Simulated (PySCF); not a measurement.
## Be (beryllium, neutral) across methods

[He] 2s1 3s1, high-spin 3S determinant (an excited configuration). Computed with PySCF 2.14 in aug-cc-pCVTZ, with the non-relativistic Hamiltonian (point nucleus).

```
 method  E (hartree)  mean ε 1s β (eV)  mean ε 2s α (eV)  mean ε 3s α (eV)  Σ⟨r²⟩ (bohr²)   ⟨S²⟩
    PBE     -14.4086           -112.74           -10.370            -1.804          67.89  2.000
  HSE06     -14.4179           -118.05           -11.017            -1.828          68.56  2.000
wB97M-V     -14.4363           -121.11           -12.987            -2.637          63.85  2.000
 r2SCAN     -14.4300           -115.24           -10.547            -1.749          69.04  2.000
   MN15     -14.4361           -118.08           -11.328            -1.819          65.39  2.000
    UHF    -14.37722           -134.80           -14.190            -2.719          70.42  2.000
   PBE0     -14.4153           -118.45           -11.418            -2.098          68.61  2.000
    LDA     -14.2241           -111.42           -10.225            -1.774          67.37  2.000
  wB97X     -14.4389           -120.59           -13.625            -2.848          71.29  2.000
```

The outer electron is Rydberg-like, and this basis confines it to a smaller radius and binds it less than a complete one would.
